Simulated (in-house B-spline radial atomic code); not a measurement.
CAM-B3LYP excitations of Zn

Method: CAM-B3LYP. Computed with an all-electron radial atomic-structure program (B-spline basis): linear response of the closed shell [Ar] 3d10 4s2 with the functional's adiabatic kernel; scalar-relativistic (spin-free one-electron X2C), finite nucleus, no spin-orbit coupling, no double excitations, S, P, D and F terms only; shells from n = 2 respond. Only terms of natural parity with L up to 3 were computed.

Command:
```bash
python run_td.py task.json out
```
Settings (radii: box in bohr, nucleus in fm):
```
Z                        30
electrons                30
configuration            [Ar] 3d10 4s2
hamiltonian              x2c
method                   camb3lyp
box_radius               75
rms_radius               3.9283
intervals                77
```

Cost of the run: 2.5 s on 1 thread of Intel(R) Xeon(R) Platinum 8488C (Sapphire Rapids) (shared host).

The lowest states, in the order of their Tamm-Dancoff energies; the method's threshold (minus the highest occupied level) is 8.024 eV. Labels give the largest channel, * marks a mixed state, and oscillator strengths are full-response dipole values. Measured ¹D terms are left out, since they can mix with doubly excited terms. Semilocal kernels can invert the small singlet-triplet splittings of Rydberg terms. Energies in eV:

| state | full response | Tamm-Dancoff | oscillator strength | measured (J-weighted term) |
| --- | --- | --- | --- | --- |
| 4s → 4p 3P | 3.945 | 4.063 | - | 4.054 |
| 4s → 4p 1P | 5.598 | 5.762 | 1.3 | 5.796 |
| 4s → 5s 3S | 6.289 | 6.292 | - | 6.654 |
| 4s → 5s 1S | 6.478 | 6.492 | - | 6.917 |
| 4s → 5p 3P | 7.012 | 7.018 | - | - |
| 4s → 5p 1P | ? | ? | ? | - |
| 4s → 4d 1D | ? | ? | - | - |
| 4s → 4d 3D | 7.245 | 7.245 | - | 7.783 |
| 4s → 6s 3S | 7.335 | 7.335 | - | - |
| 4s → 6s 1S | 7.385 | 7.389 | - | - |

Task: Where does 4s → 4d 1D lie?

Result: At 7.208 eV in full response, 7.208 eV in Tamm-Dancoff.

Task: Where does 4s → 5p 1P lie?

Result: At 7.154 eV in full response, 7.185 eV in Tamm-Dancoff, oscillator strength 0.0888.

Task: How large is the singlet-triplet splitting of 4s → 4p (P terms) in Tamm-Dancoff?

Result: 1.7 eV, from the unrounded values.

Task: What polarisabilities and dispersion coefficient does the method give?

Result: Dipole 39.02 bohr³, quadrupole 313.1 bohr⁵, C6 283.4 hartree·bohr⁶ for two such species. Recommended dipole value: 38.67 ± 0.3 bohr³ (Schwerdtfeger and Nagle, table of static dipole polarizabilities (2023 update)), which includes relativity and correlation.
